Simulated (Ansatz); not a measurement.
A structure relaxed at PBE-D4/def2-SVP in Ansatz, charge 0, singlet:

```xyz
5

Pd   -1.105    1.004   -0.048
Pd    1.489    0.115   -0.038
Se    0.071    0.233    2.096
Se   -0.441   -1.286    0.100
Se   -0.014   -0.066   -2.110
```

**Question.** Give its formula and point group.

**Answer.** Pd₂Se₃. Point group C2v (tolerance 0.1 Å).

**Question.** Summarise the bond lengths by kind (pairs closer than 1.2 times the sum of covalent radii, bridged metal pairs left out).

**Answer.** 6 × Pd–Se 2.39 to 2.57 Å; 2 × Se–Se 2.56 Å.

In the def2 sets Pd takes a core potential; there is no spin–orbit coupling. The restricted singlet is unstable towards broken spin symmetry in Hartree–Fock (as tested in another run); at PBE-D4/def2-SVP this wasn't settled. The relaxation made no stability test and no search for a lower SCF solution. No other spin state of charge 0 was run. Another isomer (singlet) lies 0.18 eV lower at PBE-D4/def2-SVP; other spin states weren't run for this one.
